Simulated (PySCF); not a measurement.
# `InChI=1S/C3H5.Ga.3H/c1-3-2;;;;/h3H,1-2H2;;;;/q;-1;;;`, charge -1

Cartesian coordinates in Å; atom numbers follow the order of the lines, from 1:
```xyz
12

C     1.705   -0.018    1.300
C     1.087   -0.300    0.137
C    -0.278   -0.792   -0.076
Ga   -1.531    0.676   -0.851
H     2.707    0.423    1.323
H     1.208   -0.181    2.263
H     1.651   -0.089   -0.785
H    -0.300   -1.585   -0.843
H    -0.731   -1.179    0.852
H    -0.820    1.294   -2.171
H    -1.773    1.814    0.272
H    -2.924   -0.062   -1.246
```

Total charge -1.

The calculation used GIAO BP86/aug-pcSseg-1 magnetisability, rotational g tensor and spin-rotation constants, non-relativistic, gas phase (PySCF). Geometry: PBE0-D3(BJ)/def2-SVP.

The calculation is non-relativistic, which matters for the atoms heavier than Zn. For an ion the centre-of-mass motion in the field is neglected.

**Question.** Give the nuclear spin-rotation constants along the inertial axes (H = +C I·J) beside the isotropic shieldings.

**Answer.** Rotational constants 14.2291, 1.8684, 1.7968 GHz. A star marks the isotopologue with that one atom substituted, in its own axes.
| atom | isotope | Caa (kHz) | Cbb (kHz) | Ccc (kHz) | mean (kHz) | σ (ppm) |
| --- | --- | --- | --- | --- | --- | --- |
| Ga4 | 69Ga | 21.762 | 3.054 | 3.083 | 9.300 | 1531.3 |
| H5 | 1H | -0.236 | -0.082 | -0.063 | -0.127 | 27.4 |
| H6 | 1H | -1.342 | -0.172 | 0.174 | -0.447 | 27.1 |
| H7 | 1H | -1.265 | -0.155 | 0.232 | -0.396 | 24.6 |
| H8 | 1H | -1.299 | 0.025 | -0.102 | -0.459 | 29.9 |
| H9 | 1H | -1.335 | -0.174 | 0.101 | -0.469 | 29.7 |
| H10 | 1H | -0.754 | -0.094 | 0.051 | -0.266 | 27.7 |
| H11 | 1H | -0.801 | 0.009 | -0.048 | -0.280 | 27.8 |
| H12 | 1H | -0.123 | -0.032 | -0.082 | -0.079 | 27.5 |
| C1 | 13C* | 3.518 | 0.370 | 0.622 | 1.504 | 88.6 |
| C2 | 13C* | 4.490 | 0.453 | 1.001 | 1.981 | 19.2 |
| C3 | 13C* | 2.438 | 0.312 | 0.353 | 1.035 | 147.5 |

For the geometry as given, no vibrational averaging.
